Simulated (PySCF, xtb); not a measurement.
Ge(H)2(Br)(Me) (CH5BrGe), SMILES [CH3][GeH2][Br].

GFN2-xTB in xtb at its own geometry gives an orbital gap of 6.73 eV and a dipole moment of 5.43 D.

Coordinates come from a ωB97X-D3(BJ)/def2-SVP optimisation.

Task: What does PBE/def2-TZVPD (PySCF) give? (The exact figures need the calculation; the answer reports its results.)

Result: gap 5.55 eV (levels -6.83 and -1.28 eV), dipole 2.33 D.
